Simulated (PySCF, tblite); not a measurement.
Isomers of C5H4NOP. Computed values, GFN2-xTB/tblite, gas phase, harmonic and unscaled. This tight-binding method is rough: wavenumbers can miss measured ones by several per cent, in bad cases by 10 to 20. One conformer each.

Electronic energies: PBE0/pcSseg-1 single points on the GFN2-xTB geometries (PySCF, gas phase).

```
       SMILES  electronic energy, lowest = 0 (kJ/mol)
Cc1cpc(C#N)o1                                    29.1
  O=Cc1ncccp1                                    13.0
  O=Cc1ccpcn1                                     6.4
  O=Cc1ccncp1                                    16.7
Cc1oc(C#N)cp1                                    36.2
  O=Cc1cpccn1                                     0.0
```

Question: How do GFN2-xTB zero-point energies change the relative energies?

Answer: 
| SMILES | ZPE (kJ/mol) | of it from modes above 1550 cm⁻¹ | electronic (kJ/mol) | with ZPE, lowest = 0 (kJ/mol) | lowest mode (cm⁻¹) | rings |
| --- | --- | --- | --- | --- | --- | --- |
| O=Cc1cpccn1 | 204.8 | 81.9 | 0.0 | 0.0 | 92 | 1 |
| O=Cc1ccpcn1 | 204.8 | 81.7 | 6.4 | 6.4 | 87 | 1 |
| O=Cc1ncccp1 | 205.3 | 81.9 | 13.0 | 13.5 | 81 | 1 |
| O=Cc1ccncp1 | 204.7 | 81.4 | 16.7 | 16.6 | 86 | 1 |
| Cc1cpc(C#N)o1 | 206.7 | 87.3 | 29.1 | 31.0 | 45 | 1 |
| Cc1oc(C#N)cp1 | 206.4 | 87.1 | 36.2 | 37.8 | 82 | 1 |

The zero-point energies span 2.0 kJ/mol, from `O=Cc1ccncp1` to `Cc1cpc(C#N)o1`. The order is unchanged.

Question: And how do the electronic energies of GFN2-xTB itself compare?

Answer: `O=Cc1cpccn1` 18.1; `O=Cc1ccpcn1` 17.3; `O=Cc1ncccp1` 12.5; `O=Cc1ccncp1` 18.0; `Cc1cpc(C#N)o1` 0.0; `Cc1oc(C#N)cp1` 12.2 kJ/mol, lowest = 0. Against the energies above, taken from the same isomer `O=Cc1cpccn1`, the largest difference is 47.2 kJ/mol.

Question: What do entropy and thermal enthalpy add at 298.15 K and 1 bar (rigid rotor, harmonic oscillator, one conformer each)?

Answer: 
```json
{"SMILES": "O=Cc1cpccn1", "point group": "Cs", "symmetry number": "1", "S (J/(mol K))": "353.7", "H − H(0) (kJ/mol)": "21.20", "ZPE + H − H(0) − TS (kJ/mol)": "120.5"}
{"SMILES": "O=Cc1ccpcn1", "point group": "Cs", "symmetry number": "1", "S (J/(mol K))": "353.0", "H − H(0) (kJ/mol)": "21.14", "ZPE + H − H(0) − TS (kJ/mol)": "120.7"}
{"SMILES": "O=Cc1ncccp1", "point group": "Cs", "symmetry number": "1", "S (J/(mol K))": "354.2", "H − H(0) (kJ/mol)": "21.28", "ZPE + H − H(0) − TS (kJ/mol)": "120.9"}
{"SMILES": "O=Cc1ccncp1", "point group": "Cs", "symmetry number": "1", "S (J/(mol K))": "355.0", "H − H(0) (kJ/mol)": "21.36", "ZPE + H − H(0) − TS (kJ/mol)": "120.3"}
{"SMILES": "Cc1cpc(C#N)o1", "point group": "Cs", "symmetry number": "1", "S (J/(mol K))": "370.4", "H − H(0) (kJ/mol)": "22.89", "ZPE + H − H(0) − TS (kJ/mol)": "119.1"}
{"SMILES": "Cc1oc(C#N)cp1", "point group": "Cs", "symmetry number": "1", "S (J/(mol K))": "365.7", "H − H(0) (kJ/mol)": "22.71", "ZPE + H − H(0) − TS (kJ/mol)": "120.1"}
```
